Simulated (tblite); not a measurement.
Species: C₆H₇ClO.
Atom-mapped SMILES: `[CH2:1]=[CH:2][C@@H:3]1[CH2:4][C@@H:5]1[C:6](=[O:7])[Cl:8]` (hydrogens: H9, H10 on C1; H11 on C2; H12 on C3; H13, H14 on C4; H15 on C5)

Computed with GFN2-xTB (tblite), gas phase: L-BFGS steps from a force-field or distance-geometry start until the largest atomic force falls under 0.01 eV/Å.

Geometry at step 5:
```
atom  x, y, z in Å
C1      2.1900   -1.1094    0.1652
C2      1.2465   -0.1829    0.1801
C3      0.3476    0.1319   -0.9387
C4     -0.4448    1.3706   -0.8156
C5     -1.1978    0.0664   -0.8303
C6     -1.7508   -0.2940    0.4729
O7     -1.2196   -0.2075    1.5284
Cl8    -3.4730   -0.7698    0.4578
H9      2.3349   -1.7576   -0.6780
H10     2.8273   -1.2418    1.0208
H11     1.1560    0.4494    1.0483
H12     0.7265   -0.1508   -1.9092
H13    -0.4093    1.8397    0.1462
H14    -0.5679    2.0194   -1.6487
H15    -1.7701   -0.1555   -1.7267
```

**Question.** Give the atomic forces at this geometry.

**Answer.** 
| atom | Fx (eV/Å) | Fy (eV/Å) | Fz (eV/Å) |
| --- | --- | --- | --- |
| C1 | -0.133 | 0.063 | 0.037 |
| C2 | 0.134 | -0.171 | 0.127 |
| C3 | -0.148 | -0.067 | -0.022 |
| C4 | -0.063 | 0.122 | -0.071 |
| C5 | 0.077 | -0.252 | 0.129 |
| C6 | -0.252 | 0.153 | -0.044 |
| O7 | 0.170 | -0.096 | 0.267 |
| Cl8 | 0.129 | -0.069 | -0.326 |
| H9 | 0.076 | -0.126 | -0.071 |
| H10 | 0.087 | -0.090 | -0.078 |
| H11 | -0.128 | -0.007 | 0.096 |
| H12 | -0.009 | -0.059 | -0.131 |
| H13 | 0.058 | 0.370 | 0.202 |
| H14 | -0.097 | 0.396 | -0.408 |
| H15 | 0.098 | -0.169 | 0.294 |

The largest, 0.58 eV/Å, acts on H14; the rms over all components is 0.169 eV/Å. The forces sum to zero within rounding, as they must for an isolated molecule in no field.

**Question.** Give the force on H14 in Eh/bohr and in nN.

**Answer.** 0.577 eV/Å ÷ 51.422 = 0.01122 Eh/bohr, and 0.577 eV/Å × 1.602 = 0.92 nN.

**Question.** How far is this geometry from the end of the optimisation?

**Answer.** 0.171 eV above it, and 0.283 Å rms away after alignment. The bonds farthest from their final lengths, with half the difference of the two atoms' forces along the bond (positive lengthens):

```csv
bond,now (Å),final (Å),force along bond (eV/Å)
C4–H14,1.063,1.079,+0.22
C3–C4,1.476,1.489,+0.05
C3–C5,1.551,1.540,-0.10
C4–H13,1.071,1.080,+0.18
C6–Cl8,1.787,1.781,-0.15
C5–H15,1.086,1.081,-0.08
```

The angle farthest from its final value is C4–C5–C6, 113.2° against 118.0°.

Of the 3 listed bonds off by 0.010 Å or more, this force points towards the final length in 3.

What follows is the cost of the whole relaxation. Hardware: one thread of an Arm Neoverse V1, on a shared host. Cost: 0.63 s of wall time.
